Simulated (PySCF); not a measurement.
## [Nd(SH)2]+ at several levels of theory

Computed with PySCF 2.14.0 (density fitting, no spin-orbit coupling) at the geometry relaxed with PBE0:

```xyz
5
[Nd(SH)2]+ (singlet in the valence; each metal's 4f electrons, 3 of them, lie in its core potential, out of spins and levels)
Nd    0.0000    0.0000   -0.8201
S     1.8924   -0.0943    0.8609
H     2.8761   -0.2189   -0.0691
S    -1.8924    0.0943    0.8609
H    -2.8761    0.2189   -0.0691
```

```csv
level,basis,state,HOMO (eV),gap (eV),charge on Nd1 (e),population of f-type functions on Nd1 (polarisation alone where 4f lies in the core),dipole about the centre of mass (D),largest force component (eV/Å)
PBE0,"Nd lcecp-1-SVP with ECP49, S def2-SVP, H def2-SVP",singlet,-12.07,4.85,1.09,0.04,7.64,0.01
PBE0,"Nd lcecp-1-TZVP with ECP49, S def2-TZVP, H def2-TZVP",singlet,-12.00,4.87,1.42,0.04,7.37,0.19
```

In the lcecp rows the 4f levels are missing from HOMO and gap, and the state counts the valence alone.

Charges are Mulliken's, which hang on the basis. The relaxation used the grid (50, 194), these runs (75, 302) or, all-electron (x2c bases, spin-free X2C Hamiltonian), (99, 590).

Q: A further run in the first row's basis gives HOMO (eV) -10.78, gap (eV) 2.88, charge on Nd1 (e) 0.94, population of f-type functions on Nd1 (polarisation alone where 4f lies in the core) 0.03, dipole about the centre of mass (D) 6.69, largest force component (eV/Å) 0.68. Which level was it?
A. revPBE
B. BLYP

A: B. The others give HOMO -10.95 eV (revPBE).

In the first row's basis the gap widens with exact exchange: 2.9 to 3.1 eV for BLYP, revPBE (none); 4.8 eV for PBE0 (a fixed share).

An lcecp potential fixes the number of 4f electrons, so in runs with it no electron can move into or out of that shell.
